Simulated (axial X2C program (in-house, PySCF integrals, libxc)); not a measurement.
Curves of DyF from open-shell CI on f9 s2

Computed with an axial X2C code built on PySCF integrals: two-component X2C with atomic mean-field Coulomb and Gaunt terms, basis Dy dyall-v3z, F dyall-av3z (cores contracted in-house). Orbitals come from Hartree–Fock averaged over the configuration Dy f9 s2; CI then distributes these electrons over the f, s shells of Dy.

Scan along the bond; masses Dy 163.929 u, F 18.998 u. Energies in cm⁻¹ from the lowest point; levels are followed by energy order within each Ω. Lowest level at 1.975 Å: 100% f9 s2.

```json
{"R (Å)": "1.837", "(1)Ω=15/2": "2044", "(1)Ω=13/2": "2603", "(1)Ω=11/2": "3104", "(1)Ω=9/2": "3479", "(1)Ω=7/2": "3684", "(1)Ω=5/2": "3743", "(1)Ω=3/2": "3732", "(1)Ω=1/2": "3712", "(2)Ω=13/2": "5620"}
{"R (Å)": "1.906", "(1)Ω=15/2": "432", "(1)Ω=13/2": "952", "(1)Ω=11/2": "1418", "(1)Ω=9/2": "1772", "(1)Ω=7/2": "1980", "(1)Ω=5/2": "2061", "(1)Ω=3/2": "2073", "(1)Ω=1/2": "2067", "(2)Ω=13/2": "3973"}
{"R (Å)": "1.975", "(1)Ω=15/2": "0", "(1)Ω=13/2": "485", "(1)Ω=11/2": "920", "(1)Ω=9/2": "1255", "(1)Ω=7/2": "1461", "(1)Ω=5/2": "1556", "(1)Ω=3/2": "1585", "(1)Ω=1/2": "1589", "(2)Ω=13/2": "3512"}
{"R (Å)": "2.054", "(1)Ω=15/2": "546", "(1)Ω=13/2": "997", "(1)Ω=11/2": "1399", "(1)Ω=9/2": "1712", "(1)Ω=7/2": "1913", "(1)Ω=5/2": "2018", "(1)Ω=3/2": "2060", "(1)Ω=1/2": "2073", "(2)Ω=13/2": "4030"}
{"R (Å)": "2.133", "(1)Ω=15/2": "1862", "(1)Ω=13/2": "2281", "(1)Ω=11/2": "2654", "(1)Ω=9/2": "2946", "(1)Ω=7/2": "3140", "(1)Ω=5/2": "3249", "(1)Ω=3/2": "3300", "(1)Ω=1/2": "3318", "(2)Ω=13/2": "5321"}
{"R (Å)": "2.222", "(1)Ω=15/2": "3939", "(1)Ω=13/2": "4326", "(1)Ω=11/2": "4669", "(1)Ω=9/2": "4938", "(1)Ω=7/2": "5124", "(1)Ω=5/2": "5234", "(1)Ω=3/2": "5290", "(1)Ω=1/2": "5313", "(2)Ω=13/2": "7374"}
{"R (Å)": "2.330", "(1)Ω=15/2": "6944", "(1)Ω=13/2": "7296", "(1)Ω=11/2": "7605", "(1)Ω=9/2": "7849", "(1)Ω=7/2": "8022", "(1)Ω=5/2": "8130", "(1)Ω=3/2": "8189", "(1)Ω=1/2": "8215", "(2)Ω=13/2": "10353"}
```

(1) Fit the curves (1)Ω=15/2, (1)Ω=13/2, (1)Ω=11/2, (1)Ω=9/2, (1)Ω=7/2, (1)Ω=5/2, (1)Ω=3/2, (1)Ω=1/2, (2)Ω=13/2 near their minima.

The 9 lowest curves are shown; the next is (2)Ω=11/2, from 3899 cm⁻¹.

Dynamic correlation is missing, so gaps between terms are too wide and other configurations may lie lower; the lowest level listed is that of this model, not necessarily the ground state. At most 4 roots were kept for each Ω > 0 (twice that for Ω = 0) within 2.2 eV of the lowest, so higher up levels can be missing between those listed; levels with Ω > 0 are doubly degenerate and listed once, Ω = 0 levels singly.

## Answers

(1) From the open-shell CI curves, Te from the lowest:

```tsv
level	Te (cm⁻¹)	Re (Å)	ωe (cm⁻¹)
(1)Ω=15/2	0	1.971	601.2
(1)Ω=13/2	486	1.974	598.7
(1)Ω=11/2	921	1.976	596.3
(1)Ω=9/2	1255	1.978	594.4
(1)Ω=7/2	1461	1.978	593.1
(1)Ω=5/2	1557	1.977	592.5
(1)Ω=3/2	1586	1.976	592.4
(1)Ω=1/2	1590	1.976	592.4
(2)Ω=13/2	3513	1.974	599.5
```

Without dynamic correlation distances can be off by several hundredths of an Å (long for ionic bonds, short for multiple bonds) and the wavenumbers are rough.
